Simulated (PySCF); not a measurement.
**The second ionisation energy along the noble gases**

Calculated with PySCF 2.14 from differences of total energies of unrestricted determinants, without spin-orbit coupling. Values in eV. The last column holds reference values (NIST; (s) semi-empirical, (t) theoretical, else measured). Unmarked ones compare directly (S terms, centres of terms, or small fine structure); those marked * lie between the lowest fine-structure levels and include a spin-orbit shift.

```json
{"element": "Ne (x2c-SVPall, spin-free X2C)", "configurations": "[He] 2s2 2p5 → [He] 2s2 2p4", "UHF": "39.526", "MP2 (valence)": "40.640", "SCS-MP2 (valence)": "40.586", "CCSD (valence)": "40.582", "CCSD(T) (valence)": "40.593", "reference": "40.963 *"}
{"element": "Ar (x2c-SVPall, spin-free X2C)", "configurations": "[Ne] 3s2 3p5 → [Ne] 3s2 3p4", "UHF": "26.652", "MP2 (valence)": "27.305", "SCS-MP2 (valence)": "27.279", "CCSD (valence)": "27.242", "CCSD(T) (valence)": "27.241", "reference": "27.630 *"}
{"element": "Kr (x2c-SVPall, spin-free X2C)", "configurations": "[Ar] 3d10 4s2 4p5 → [Ar] 3d10 4s2 4p4", "UHF": "23.407", "MP2 (valence)": "23.991", "SCS-MP2 (valence)": "23.967", "CCSD (valence)": "23.949", "CCSD(T) (valence)": "23.955", "reference": "24.360 *"}
{"element": "Xe (x2c-SVPall, spin-free X2C)", "configurations": "[Kr] 4d10 5s2 5p5 → [Kr] 4d10 5s2 5p4", "UHF": "20.245", "MP2 (valence)": "20.738", "SCS-MP2 (valence)": "20.712", "CCSD (valence)": "20.734", "CCSD(T) (valence)": "20.739", "reference": "20.975 (s) *"}
```

"Valence" correlates the outer s and p shells and, in groups 3 to 12 and the f block, the outer d or f shell, open or full, or the next shell where the ion has no valence electron left; the wider scheme adds the next inner shell.
